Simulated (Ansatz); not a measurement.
`[CH3][Sn]([OH])([OH])[Cl]` + H–F → `[CH3][Sn]([OH])([F])[Cl]` + H₂O  (ligand exchange at the Sn–O bond)

Program: Ansatz. Geometries: PBE0-D4/def2-TZVP. ΔE: electronic, gas phase. CBS: MP2 limit from def2 TZ/QZ plus the TZ coupled-cluster correction, frozen cores. This one scheme is used for every species. DFT in def2-TZVPP. Elements past krypton have def2 core potentials. For Sn outer-core shells are correlated without core-valence functions, which leaves a few kJ/mol of doubt a bond. Each species was taken in one conformer, which may not be the lowest.

```
             level  ΔE (kJ/mol)  difference from CCSD(T)/CBS
        r2SCANh-D4        -35.9                         -5.1
           ωB97X-V        -36.5                         -5.7
              BLYP        -41.0                        -10.2
              PBE0        -35.0                         -4.2
         CAM-B3LYP        -39.3                         -8.5
       HF/def2-SVP        -45.0                        -14.2
     CCSD/def2-SVP        -39.3                         -8.5
     HF/def2-TZVPP        -40.5                         -9.7
    MP2/def2-TZVPP        -24.9                          5.9
SCS-MP2/def2-TZVPP        -28.4                          2.4
       CCSD(T)/CBS        -30.8                            0
```

Largest T1 diagnostic among the species: 0.013.

At CCSD(T), def2-SVP lies −7.3 kJ/mol from the extrapolated value and def2-TZVPP +2.7 kJ/mol. The D4 term adds +3.2 kJ/mol with B3LYP and +1.8 kJ/mol with PBE0; it sums over pairs of atoms, weighted by their polarisabilities, and B3LYP, whose exchange is more repulsive, gets the larger term.

CCSD(T)/CBS has its own doubt, a few kJ/mol and more with outer-core shells, so smaller differences from it don't rank the levels.

B3LYP here is the variant with VWN-RPA as its local correlation; programs differ in this.
